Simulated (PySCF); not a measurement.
PySCF 2.14 output of an unrestricted LDA calculation on a single atom or ion in aug-cc-pwCVDZ (6s5p3d, 36 functions), with the non-relativistic Hamiltonian (point nucleus):

```
SCF conv_tol = 1e-09
number electrons alpha = 7  beta = 6
    P. A. M. Dirac.,  Math. Proc. Cambridge Philos. Soc. 26, 376 (1930)
    F. Bloch.,  Z. Phys. 57, 545 (1929)
    S. H. Vosko, L. Wilk, and M. Nusair.,  Can. J. Phys. 58, 1200 (1980)
cycle= 1 E= -338.332654337946  delta_E= -0.00753  |g|= 0.0429  |ddm|= 1.23
cycle= 2 E= -338.332754280659  delta_E= -9.99e-05  |g|= 0.0184  |ddm|= 0.0241
cycle= 3 E= -338.332779712721  delta_E= -2.54e-05  |g|= 0.00041  |ddm|= 0.018
cycle= 4 E= -338.332779729888  delta_E= -1.72e-08  |g|= 9.25e-06  |ddm|= 0.00246
cycle= 5 E= -338.332779729908  delta_E= -2e-11  |g|= 1.31e-07  |ddm|= 9.77e-05
converged SCF energy = -338.332779729908  <S^2> = 0.75000425  2S+1 = 2.0000043
```

The run itself started from symmetry-adapted Hartree-Fock orbitals and held the occupation by maximum overlap, on a logarithmic radial grid, so the iterations belong to that start.

Which element, charge and spin multiplicity is this?

P²⁺ (phosphorus, charge +2), multiplicity 2; the state was [Ne] 3s2 4s1, 2S determinant (an excited configuration).

The outer electron is Rydberg-like, and this basis confines it to a smaller radius and binds it less than a complete one would.
